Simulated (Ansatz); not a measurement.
Geometry optimisation, RKS PBE0-D4/def2-SVP in Ansatz 0.2.0.

Input:

```yaml
crystal:
  periodic: [false, false, false]
  atoms:
    - { symbol: B, position_ang: [0.0, 0.0, 0.0] }
    - { symbol: "N", position_ang: [0.0, 0.0, 1.9] }
    - { symbol: H, position_ang: [-0.877, -0.2713, 2.43] }
    - { symbol: H, position_ang: [0.877, 0.2713, 2.43] }
    - { symbol: C, position_ang: [1.3856, 0.0, -0.8] }
    - { symbol: H, position_ang: [1.7152, -1.0462, -0.9702] }
    - { symbol: H, position_ang: [1.2491, 0.508, -1.7774] }
    - { symbol: H, position_ang: [2.1552, 0.5381, -0.2082] }
    - { symbol: H, position_ang: [-1.0305, 0.0, -0.595] }
    - { symbol: S, position_ang: [-0.2739, 2.0601, 0.6906] }
    - { symbol: H, position_ang: [-1.575, 2.4834, 0.394] }
    - { symbol: H, position_ang: [-0.1503, 1.1307, 1.7562] }
basis:
  gaussian: { orbitals: def2-SVP }
hamiltonian:
  xc: pbe0
  dispersion: d4
relax:
  f_tol: 0.15
  max_steps: 25
  restrain:
    - { distance: [0, 9], at: 1.89, k: 30.0 }
    - { distance: [11, 1], at: 1.06, k: 30.0 }
    - { distance: [0, 1], at: 2.75, k: 30.0 }
    - { distance: [11, 9], at: 2.6, k: 30.0 }
```

Command:

```bash
$ ansatz run input.yaml --threads 2 --pin off --max-ram 3072MiB --backend cpu --events-out ev --progress --plain --runs-dir out
```

Task: Where does it end, and by what steps?

Result: The forces met the threshold. The restraints hold the end off the free minimum. After 7 steps the energy has fallen by 3.003 eV (the restraints' own energy left out); B1 moved furthest, 0.77 Å. Parted: S10–H12 (1.42 → 2.60 Å).

```tsv
step	energy less start (eV)	largest force component (eV/Å)	accepted
0	0.0000	5.180	yes
1	-1.0056	3.232	yes
2	-1.2306	3.226	yes
3	-1.6432	2.616	yes
4	-2.5235	2.605	yes
5	-2.9391	1.357	yes
6	-2.9900	0.854	yes
7	-3.0031	0.757	yes
```

```xyz
12
Properties=species:S:1:pos:R:3
B -0.095 0.626 -0.446
N 0.066 -0.078 2.196
H -0.691 -0.505 2.727
H 0.930 -0.238 2.714
C 1.340 0.122 -0.803
H 1.446 -0.961 -0.631
H 1.486 0.285 -1.888
H 2.156 0.655 -0.291
H -1.097 -0.017 -0.640
S -0.306 2.413 0.034
H -1.657 2.427 0.101
H -0.103 0.945 2.176
```

The run took 23 s on 2 threads of Arm Neoverse V1, on a shared host, peak memory 0.21 GiB.
